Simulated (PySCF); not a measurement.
How a change of structure moves an absorption spectrum

The calculation used TDDFT PBE0/def2-SVPD, vertical, gas phase, core orbitals frozen in the response, def2 core potentials past Kr in PySCF. Geometries: PBE0-D3(BJ)/def2-SVP; one conformer of each isolated species. Triplets are in the Tamm–Dancoff approximation. Atoms past krypton carry core potentials; spin–orbit coupling is left out.

Parent: `[Cl][Nb]([Cl])([Cl])=[Se]` (NbSeCl3), with lowest singlet excitation energy 2.95 eV, LUMO energy -3.55 eV, S1–T1 gap 0.48 eV, HOMO–LUMO gap 4.57 eV, HOMO energy -8.12 eV, lowest triplet energy 2.47 eV. Its spectrum: 2.95 eV (f 0.000); 3.17 eV (f 0.006 summed over 2 states); 3.39 eV (f 0.013); 3.98 eV (f 0.000); 4.03 eV (f 0.001 summed over 2 states).

(1) Order the derivatives by their lowest singlet excitation, lowest first, with the shift from the parent.
A. ligand (all three): Cl to OH: `[OH][Nb]([OH])([OH])=[Se]`
B. ligand (all three): Cl to OSiH3: `[SiH3][O][Nb](=[Se])([O][SiH3])[O][SiH3]`
C. ligand (all three): Cl to F: `[F][Nb]([F])([F])=[Se]`

(1) C (shift +0.38 eV), B (shift +0.62 eV), A (shift +0.71 eV).

```json
{"change": "ligand (all three): Cl to F", "SMILES": "[F][Nb]([F])([F])=[Se]", "Δ S1 (eV)": "+0.38", "Δ LUMO (eV)": "+0.55", "Δ S1−T1 (eV)": "+0.13", "Δ gap (eV)": "+0.56", "Δ HOMO (eV)": "-0.01", "Δ T1 (eV)": "+0.25"}
{"change": "ligand (all three): Cl to OSiH3", "SMILES": "[SiH3][O][Nb](=[Se])([O][SiH3])[O][SiH3]", "Δ S1 (eV)": "+0.62", "Δ LUMO (eV)": "+1.76", "Δ S1−T1 (eV)": "+0.09", "Δ gap (eV)": "+0.70", "Δ HOMO (eV)": "+1.07", "Δ T1 (eV)": "+0.53"}
{"change": "ligand (all three): Cl to OH", "SMILES": "[OH][Nb]([OH])([OH])=[Se]", "Δ S1 (eV)": "+0.71", "Δ LUMO (eV)": "+1.67", "Δ S1−T1 (eV)": "+0.15", "Δ gap (eV)": "+0.84", "Δ HOMO (eV)": "+0.84", "Δ T1 (eV)": "+0.56"}
```

All changes raise S1, and it rises most with ligand (all three): Cl to OH (+0.71 eV). S1 is simply the lowest singlet of each species and needn't be the same kind of state throughout.
